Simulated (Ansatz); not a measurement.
Input for Ansatz (development build ahead of 0.2.0):

```yaml
crystal:
  periodic: [false, false, false]
  atoms:
    - { symbol: Mn, position_ang: [0.0, 0.0, 0.0] }
    - { symbol: H, position_ang: [0.0, 0.0, 3.114] }
basis:
  gaussian: { orbitals: def2-SVP }
magnetization:
  spin_polarized: true
  initial_magnetization: 6
hamiltonian:
  xc: hf
output:
  forces: true
```

The input is written out in the form of the current development build from the run's settings.

Results

```json
{
 "Converged": "yes",
 "Total energy": "-1150.19749 hartree",
 "Spin squared of the determinant": "12.065",
 "Stability test": "minimum"
}
```

Forces (eV/Å):
```tsv
atom	Fx	Fy	Fz
Mn1	0.000	0.000	0.148
H2	0.000	0.000	-0.148
```
